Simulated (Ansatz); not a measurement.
`O[SiH2][SiH2][ZnH]` + H–F → `[F][ZnH]` + `O[SiH2][SiH3]` at 700 K and 1 bar (cleavage of the Zn–Si bond).

Calculated with Ansatz (gas phase, PBE0-D4/def2-TZVP geometries, no zero-point term in ΔE). CCSD(T)/CBS adds triple-zeta CCSD(T) − MP2 to the extrapolated MP2 energy (def2 sets, frozen cores). This one scheme is used for every species. For Zn outer-core shells are correlated without core-valence functions, which leaves a few kJ/mol of doubt a bond. Scalar relativity is left out up to krypton. One conformer a species, not always the lowest.

| species | CCSD(T)/CBS energy (Eh) | H − E (kJ/mol) | S (J/(mol·K)) |
| --- | --- | --- | --- |
| `O[SiH2][SiH2][ZnH]` | -2435.34375 | 229.1 | 513.9 |
| H–F | -100.39570 | 45.2 | 198.5 |
| `[F][ZnH]` | -1878.79355 | 52.0 | 275.4 |
| `O[SiH2][SiH3]` | -656.96789 | 215.7 | 426.7 |

H − E and S are ideal-gas, rigid-rotor, harmonic terms from PBE0-D4/def2-TZVP, for one conformer and one mirror image of each species. 1 Eh = 2625.50 kJ/mol, R = 8.31446 J/(mol·K).

Task: By hand: ΔE, ΔH, ΔS and ΔG.

Result: ΔE = (-1878.79355) + (-656.96789) − (-2435.34375) − (-100.39570) = -0.02199 Eh = -57.7 kJ/mol. Δ(H − E) = 52.0 + 215.7 − 229.1 − 45.2 = -6.6, so ΔH = -64.3 kJ/mol. ΔS = 275.4 + 426.7 − 513.9 − 198.5 = -10.3 J/(mol·K). ΔG = -64.3 − 700 × (-10.3)/1000 = -57.1 kJ/mol.

Task: By hand: the equilibrium constant, and the temperature at which ΔG would vanish if ΔH and ΔS stayed fixed.

Result: log₁₀ K = −ΔG/(RT ln 10) = 4.3. ΔG = 0 at ΔH/ΔS = 6243 K, far beyond where these terms or the molecules hold.

The number of gas molecules stays the same, so ΔS is small and ΔH decides. A doubt of 5 kJ/mol in ΔE shifts log₁₀ K by 0.4 here. Other conformers and mirror images would add mixing entropy, several J/(mol·K) or more a flexible species. Modes under 60 cm⁻¹, often nearly free rotors, make the harmonic entropy too high. These are equilibria of isolated gas molecules and say nothing of rates. Largest T1 diagnostic: 0.018 (customary marks: 0.02 for closed shells, 0.045 for open ones).
